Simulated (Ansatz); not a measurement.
Consider the isomerisation: `[CH3][Al]1[CH2][SiH2]1` → `[AlH2][CH]1C[SiH2]1`.

Calculated with Ansatz (gas phase, PBE0-D4/def2-TZVP geometries, no zero-point term in ΔE). CCSD(T)/CBS is the MP2 limit (def2-TZVPP, def2-QZVPP) plus CCSD(T) − MP2 in def2-TZVPP, frozen cores. Functionals use def2-TZVPP. HSE06 is defined as in plane-wave codes.

`[CH3][Al]1[CH2][SiH2]1`:

Cartesian coordinates in Å:
```
C 2.230 -0.144 -0.751
Al 0.376 -0.196 -0.164
C -1.026 0.917 0.610
Si -1.818 -0.815 0.317
H 2.328 0.513 -1.621
H 2.865 0.271 0.038
H 2.613 -1.129 -1.021
H -0.803 1.053 1.678
H -1.520 1.813 0.238
H -2.449 -1.491 1.486
H -2.796 -0.791 -0.808
```

`[AlH2][CH]1C[SiH2]1`:

Z-matrix (Å, degrees):
```
C
C 1 1.532
Si 1 1.890 2 64.1
Al 1 1.911 2 127.7 3 90.9
H 1 1.090 2 114.8 3 -101.7
H 2 1.086 1 116.8 3 -111.6
H 2 1.086 1 116.2 3 111.2
H 3 1.476 1 119.0 2 -106.7
H 3 1.480 1 118.6 2 104.8
H 4 1.590 1 119.3 2 -3.6
H 4 1.587 1 118.7 2 -178.8
```

CCSD(T)/CBS gives +0.22 eV.

(1) Another level gave +0.14 eV. Which?
A. CAM-B3LYP-D4/def2-TZVPP
B. HSE06-D4/def2-TZVPP
C. LC-ωPBE/def2-TZVPP
D. SCS-MP2/def2-TZVPP

Largest T1 diagnostic among the species: 0.012.

## Answers

(1) D. SCS-MP2/def2-TZVPP 0.14, CAM-B3LYP-D4 0.20, HSE06-D4 0.31, LC-ωPBE 0.24 eV.

At CCSD(T), def2-SVP lies −0.10 eV from the extrapolated value and def2-TZVPP +0.00 eV. From PBE to PBE0 (25 % exact exchange), in def2-TZVPP and without D4, ΔE moves by −0.03 eV.
